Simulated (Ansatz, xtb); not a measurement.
# Two isomers of CH9FSi3

We compare I, `C[SiH2][Si@H](F)[SiH3]`, a singlet, with II, `F[SiH2]C([SiH3])[SiH3]`, a singlet. Both are isolated molecules in the gas phase, relaxed with r2SCAN-D4/def2-SVP; each stands in its lowest conformer found.

Quicker runs give these differences E(II) − E(I): GFN2-xTB −52.4 kJ/mol; HF/STO-3G +26.7 kJ/mol (at GFN2-xTB geometries); r2SCAN-D4/def2-SVP//GFN2-xTB −27.5 kJ/mol.

Question: Estimate which is lower in electronic energy at CCSD(T)/def2-SVP + ΔMP2/def2-TZVPP, and by roughly how much.

Answer: The CCSD(T)/def2-SVP + ΔMP2/def2-TZVPP calculation puts structure II lower, by 37.9 kJ/mol.

Level by level:

| level | geometry | E(II) − E(I) (kJ/mol) | departure from the last row (kJ/mol) | job, with rough time for the two |
| --- | --- | --- | --- | --- |
| GFN2-xTB | GFN2-xTB | −52.4 | −14.5 | optimisation, 0.46 s |
| HF/STO-3G | GFN2-xTB | +26.7 | +64.6 | single point, 0.92 s |
| r2SCAN-D4/def2-SVP//GFN2-xTB | GFN2-xTB | −27.5 | +10.4 | single point, 5.9 s |
| r2SCAN-D4/def2-SVP | r2SCAN-D4/def2-SVP | −22.8 | +15.1 | optimisation, 1.8 min |
| HF/def2-SVP | r2SCAN-D4/def2-SVP | −38.5 | −0.5 | part of the CCSD(T) run |
| MP2/def2-SVP | r2SCAN-D4/def2-SVP | −48.7 | −10.8 | part of the CCSD(T) run |
| CCSD(T)/def2-SVP | r2SCAN-D4/def2-SVP | −36.9 | +1.1 | single point |
| CCSD(T)/def2-SVP + ΔMP2/def2-TZVPP | r2SCAN-D4/def2-SVP | −37.9 |  | single point, 62 s |

As drawn, II has 2 C–Si, 2 Si–H in place of 2 Si–Si, 2 C–H.

HF/STO-3G puts the two in the other order. The largest departure from CCSD(T)/def2-SVP + ΔMP2/def2-TZVPP is that of HF/STO-3G, 64.6 kJ/mol. A small imaginary or near-zero mode remains, so no thermal terms are given. The last row adds to CCSD(T) the change of the MP2 difference between the two basis sets, here −1.1 kJ/mol.

The correlated steps freeze 17 core orbitals. Programs: Ansatz 0.2.0, xtb 6.7.1; the last row on 2 threads of Intel(R) Xeon(R) Processor @ 2.70GHz on a shared host.
